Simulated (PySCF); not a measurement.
SMILES B[SiH2]B(O)O at its GFN2-xTB optimised geometry (Å):

```
11

B     -1.7839    -0.8548     1.1218
Si    -0.2224    -1.2044     0.0195
B      0.9567     0.4024     0.0000
O      2.3188     0.4024     0.0000
O      0.3569     1.6129     0.0000
H     -1.7668    -1.0176     2.2822
H     -2.7614    -0.3929     0.6726
H     -0.5088    -1.6038    -1.3786
H      0.6090    -2.3623     0.4516
H      2.7614    -0.4438    -0.0074
H      0.9576     2.3623    -0.0235
```

Calculation: CAM-B3LYP/def2-TZVP in PySCF. Cells within 0.4 Å of a nucleus heavier than hydrogen are left out (blank, or x).

Map of the HOMO−1 amplitude (bohr^(-3/2)) on the plane z = 1.2 Å; orbital energy -10.28 eV, overall sign arbitrary:

```
|4444444444444444444444444444444|
|4444444444444444444444444444444|
|4444444444444444444444444444444|
|4444444444444444444444444444444|
|4444444444444444444444444444444|
|4444444444444444444444444444444|
|4444444444444444444444444444444|
|4444444444444444444444444444444|
|4444444444444444444444444444444|
|4444444444444444444444444444444|
|4444444444444444444444444444444|
|4444444444444444444444444444444|
|4444444444444444444444444444444|
|4444444444455555555444444444444|
|4444433334556666655544444444444|
|4444333223567777665544444444444|
|4444332112588887766544444444444|
|444433210xx99988765544444444444|
|444433210xx99987665544444444444|
|4444433222588876554444444444444|
|4444433334566665444444444444444|
|4444444344555554333344444444444|
|4444444444444443333344444444444|
|4444444444444443333344444444444|
|4444444444444443333344444444444|
|4444444444444444334444444444444|
|4444444444444444444444444444444|
|4444444444444444444444444444444|
|4444444444444444444444444444444|
|4444444444444444444444444444444|
|4444444444444444444444444444444|
```
Scale: ten equal steps from -0.087 (start of '0') to 0.101 (end of '9'), in the order '0123456789'; x runs from -5.00 to 5.00, y from -5.00 (bottom) to 5.00 (top).
